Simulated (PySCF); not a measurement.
Computed shifts of a molecule CH₃Cl₂NSi₂, PBE/pcSseg-1 run with PySCF, GIAO, gas phase, atoms alike by connectivity averaged where their shifts nearly agree, in ppm (number of nuclei): ²⁹Si: 28.5 (1), 7.8 (1). ¹⁵N: 579.5 (1). ¹³C: 216.3 (1). ¹H: 10.75 (1), 6.23 (2). References: ³⁵Cl against HCl (σ = 936.5 ppm); ²⁹Si against TMS (σ = 335.4 ppm); ¹⁵N against NH3 (σ = 267.0 ppm); ¹³C against TMS (σ = 182.0 ppm); ¹H against TMS (σ = 31.49 ppm), references at their B3LYP-D3(BJ)/def2-TZVP geometries, non-relativistic (without spin–orbit terms, shifts of atoms bonded to Cl or Br come out too high). Coordinates come from a B3LYP-D3(BJ)/def2-SVP optimisation. Other conformers were not sampled.

Problem. Identify the compound among the candidates.
A) Cl[Si]1(Cl)N=C[SiH2]1
B) Cl[Si]1(Cl)C=N[SiH2]1
C) Cl[Si@H]1C=N[Si@@H]1Cl

Solution. A, Cl[Si]1(Cl)N=C[SiH2]1
